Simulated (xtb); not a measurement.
C$_{2}$H$_{6}$N, charge -1, singlet, geometry from GFN2-xTB. Base run: xtb with GFN0-xTB.

Here is a job for xtb.
```
$ xtb mol.xyz --gfn 0 --chrg -1 --json

# file mol.xyz
9

C      1.17379428    -0.29888506    -0.03064780
C     -0.00061861     0.69049820    -0.11946954
N     -1.28175622    -0.07360499     0.01875596
H      2.13180660     0.23713849     0.01082447
H      1.16758703    -1.00712786     0.84854650
H      1.20574491    -0.94467985    -0.92468513
H      0.04801484     1.28923134     0.84658688
H     -1.25328855    -0.75326842     0.80694167
H     -1.36662521    -0.65573752    -0.81880195
```

The base run was repeated with changes; each row names its change, and settings that it needs were set with it.

| change | ΔE vs base (kcal/mol) | HOMO-LUMO gap (eV) |
|---|---|---|
| base | 0.000 | 5.75 |
| acc = 30 | 0.000 | 5.75 |
| etemp = 3000 | 0.000 | 5.75 |
| etemp = 1000 | 0.000 | 5.75 |
| etemp = 10000 | … | 5.75 |
| etemp = 5000 | -0.056 | 5.75 |

Task: What belongs in the gaps?

Result: 
- etemp = 10000, ΔE vs base (kcal/mol): -4.12
